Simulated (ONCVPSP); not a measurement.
## scandium (Sc), ONCV: configuration errors across variants

| Quantity | Value |
| --- | --- |
| Element | Sc |
| Generator | ONCVPSP 4.0.1 |
| Type | optimised norm-conserving Vanderbilt (ONCV) |
| Functional | PBE |
| Relativity | scalar-relativistic |
| Frozen core | [Ar] |
| Valence charge | 3 |
| Reference configuration | 3d1 4s2 |
| Partial waves | 4s: rc 3.00 bohr, ncon 4, nbas 8, qcut 2.5 1/bohr, 3 projectors, debl 1.9 Ha; p scattering state at 0.03 Ha: rc 2.30 bohr, ncon 4, nbas 8, qcut 3.4 1/bohr, 2 projectors, debl 3 Ha; 3d: rc 1.90 bohr, ncon 3, nbas 8, qcut 8.1 1/bohr, local |
| Local potential | the d channel |
| Core correction | Teter function, fcfact 2, rcfact 1 |

All-electron excitation energies from the reference (eV): (1) 3d1 4s1 6.897; (2) 3d1 4s0 19.665; (3) 3d1 4s1.5 2.754; (4) 3d1 4s1 4p1 2.779.

4 further variants failed, have other tests or too few solved ones, and are left out.

A true bound ghost makes a file unfit for plane-wave use even where its test errors are small: the radial tests pick states by their node count and pass the ghost by.

Errors AE − PS in meV (a dash: test not solved or not reliable):

| change | (1) | (2) | (3) | (4) | bound ghosts | GHOST(+) flags above zero |
| --- | --- | --- | --- | --- | --- | --- |
| base | +8.3 | +275 | +0.1 | +10 | p | s, p |
| d: rc 1.36 | +8.0 | +278 | 0.0 | +9.2 | s, p | s, p |
| d: rc 1.66 | +8.2 | +275 | +0.1 | +9.9 | p | s, p |
| d: rc 1.84 | +8.3 | +275 | +0.1 | +10 | p | s, p |
| d: rc 1.96 | +8.3 | +272 | +0.1 | +10 | p | s, p |
| d: rc 2.14 | +8.4 | +271 | +0.2 | +10 | p | s, p |

Task: Give the same row for: d: rc 1.46.

Result: +7.9, +278, -0.1, +8.9; bound ghosts: s, p; GHOST(+) flags above zero: p.
